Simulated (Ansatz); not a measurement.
Mulliken charges of C₂H₄AlCl (`[AlH2]/[CH]=C/Cl`) from r2SCAN/def2-TZVPP in Ansatz (PBE0-D4/def2-TZVP geometry).

```
atom   x (Å)   y (Å)   z (Å)  charge (e)
 Al1  -0.145   1.526  -0.224       0.512
  C2   0.370  -0.324  -0.469      -0.349
  C3  -0.042  -1.207   0.436       0.064
 Cl4   0.311  -2.898   0.394      -0.097
  H5   0.302   2.644  -1.253      -0.155
  H6  -1.028   1.854   1.052      -0.156
  H7   0.972  -0.698  -1.294       0.073
  H8  -0.647  -0.954   1.302       0.107
```

By hand: the dipole of these point charges (1 e Å = 4.8032 D).

Σ q r = (-0.121, 0.246, 0.114) e Å, of length 0.297 e Å = 1.43 D.

How does the dipole of the full density compare? (An estimate is asked.)

Ansatz gave: (-0.013, 0.115, -0.014) e Å, 0.56 D; the point charges give 2.55 times that, at 35° from its direction.

Point charges leave out the atoms' own dipoles, such as those of lone pairs, and Mulliken's split depends on the basis, so the two needn't agree.
